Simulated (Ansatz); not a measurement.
C$_{2}$H$_{8}$N (SMILES CC[NH3+]), charge +1, singlet, at a GFN2-xTB geometry. Base run: PBE/3-21G (Ansatz, a quantum-chemistry and plane-wave program).

Ansatz was given this input:
Ansatz 0.2 input:
```yaml
crystal:
  periodic: [false, false, false]
  atoms:
    - {symbol: C, position_ang: [1.24236279, -0.39750113, -0.00322907]}
    - {symbol: C, position_ang: [0.10487807, 0.60216964, 0.01031472]}
    - {symbol: N, position_ang: [-1.20786753, -0.12281767, -0.00534211]}
    - {symbol: H, position_ang: [2.18965049, 0.13332978, 0.00819683]}
    - {symbol: H, position_ang: [1.21540996, -1.04156893, 0.87213189]}
    - {symbol: H, position_ang: [1.22024591, -1.01206128, -0.89968502]}
    - {symbol: H, position_ang: [0.14835877, 1.25030737, -0.86574484]}
    - {symbol: H, position_ang: [0.14351839, 1.22077270, 0.90769459]}
    - {symbol: H, position_ang: [-1.27417674, -0.73835213, 0.81691315]}
    - {symbol: H, position_ang: [-1.26963260, -0.71062506, -0.84798726]}
    - {symbol: H, position_ang: [-2.00174661, 0.52991014, 0.00336156]}
basis:
  gaussian:
    orbitals: 3-21G.json
hamiltonian:
  xc: pbe
total_charge: 1
```
The basis file holds 3-21G in the JSON format of the Basis Set Exchange.

Each row names what was changed in the base input (with any setting that the change needs).

```json
[
 {"change": "base", "ΔE vs base (mEh)": "0.000"},
 {"change": "final_grid = 6, 12, 29", "ΔE vs base (mEh)": "0.018"},
 {"change": "final_grid = 10, 20, 41", "ΔE vs base (mEh)": "0.000"},
 {"change": "point_charge = charge:1.0 position_ang:0.5481, -5.15, 0.084", "ΔE vs base (mEh)": "97.073"},
 {"change": "accuracy = high", "ΔE vs base (mEh)": "0.030"},
 {"change": "lower_state_search = off", "ΔE vs base (mEh)": "0.000"},
 {"change": "final_grid = 14, 28, 59", "ΔE vs base (mEh)": "0.000"},
 {"change": "point_charge = charge:0.5 position_ang:-1.5806, -2.6274, 4.1348", "ΔE vs base (mEh)": "53.142"},
 {"change": "lower_state_search = full", "ΔE vs base (mEh)": "0.000"},
 {"change": "fitting.mean_field = cc-pVTZ-JKFIT", "ΔE vs base (mEh)": "…"},
 {"change": "final_grid = 4, 8, 17", "ΔE vs base (mEh)": "…"}
]
```

**Question.** What belongs in the gaps?

**Answer.** 
- fitting.mean_field = cc-pVTZ-JKFIT, ΔE vs base (mEh): -0.060
- final_grid = 4, 8, 17, ΔE vs base (mEh): 0.323
